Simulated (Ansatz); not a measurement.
Consider the formal hydrolysis of a Mg–O bond: `[F][Mg][O][SiH3]` + H₂O → `[OH][Mg][F]` + `O[SiH3]`.

Calculated with Ansatz (gas phase, PBE0-D4/def2-TZVP geometries, no zero-point term in ΔE). CCSD(T)/CBS is the MP2 limit (def2-TZVPP, def2-QZVPP) plus CCSD(T) − MP2 in def2-TZVPP, frozen cores. This one scheme is used for every species. DFT in def2-TZVPP. HSE06 is defined as in plane-wave codes. For Mg outer-core shells are correlated without core-valence functions, which leaves a few kJ/mol of doubt a bond. One conformer a species, not always the lowest.

`[F][Mg][O][SiH3]`:

Cartesian coordinates in Å:
```
F 3.626 1.327 0.700
Mg 2.012 0.736 0.388
O 0.365 0.133 0.070
Si -1.127 -0.413 -0.218
H -1.950 -0.413 1.027
H -1.827 0.437 -1.224
H -1.098 -1.808 -0.743
```

H₂O:

Cartesian coordinates in Å:
```
O -0.127 -0.188 0.316
H -0.242 0.741 0.103
H 0.369 -0.553 -0.419
```

`[OH][Mg][F]`:

Cartesian coordinates in Å:
```
O 0.293 -0.967 -0.399
Mg -0.228 0.558 0.291
F -0.782 2.055 1.012
H 0.717 -1.647 -0.903
```

`O[SiH3]`:

Cartesian coordinates in Å:
```
O 0.253 -1.014 0.742
Si -0.064 0.184 -0.344
H 0.288 -0.779 1.670
H -1.390 0.814 -0.096
H -0.055 -0.463 -1.676
H 0.968 1.257 -0.296
```

Task: Is it downhill or uphill in electronic energy at CCSD(T)/CBS, and by how much? (Estimate.)

Result: The calculation gave: Uphill: ΔE = +9.6 kcal/mol.

Task: What do these levels give: PBE-D4, PBE0-D4, BHLYP-D4, ωB97X-V, PBE, PBE0, HSE06, LC-ωPBE, MP2/def2-SVP, CCSD(T)/def2-SVP, CCSD/def2-TZVPP, HF/CBS(def2)? (Estimate.)

Result: Ansatz gave: PBE-D4 7.7, PBE0-D4 8.3, BHLYP-D4 8.7, ωB97X-V 7.8, PBE 7.3, PBE0 7.9, HSE06 8.0, LC-ωPBE 7.5, MP2/def2-SVP 9.1, CCSD(T)/def2-SVP 9.5, CCSD/def2-TZVPP 9.1, HF/CBS(def2) 9.4 kcal/mol.

Largest T1 diagnostic among the species: 0.012.

Leaving LDA and LC-ωPBE aside and taking each functional with its dispersion term where it has one, the values, not all of them listed here, spread over 1.3 kcal/mol, from BLYP-D4 to B97M-V. From BLYP to BHLYP (50 % exact exchange), in def2-TZVPP and without D4, ΔE moves by +1.0 kcal/mol.
